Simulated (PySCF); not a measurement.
Vertical excitations of a molecule CH5FOSi from TDA-B3LYP/def2-SVPD (PySCF), as energy in eV (oscillator strength): 7.65 (0.033), 8.30 (0.019), 8.47 (0.039), 8.57 (0.044), 9.09 (0.063), 9.29 (0.114), 9.37 (0.022), 9.60 (0.050), 9.77 (0.037), 9.91 (0.048). Lowest triplet (TDA): 7.38 eV. Coordinates come from a B3LYP-D3(BJ)/def2-SVP optimisation. The values are those of a single conformer.

Q: Identify the compound among the candidates.
A. O[SiH2]CF
B. OC[SiH2]F
C. C[Si@H](O)F
D. CO[SiH2]F

A: C, C[Si@H](O)F
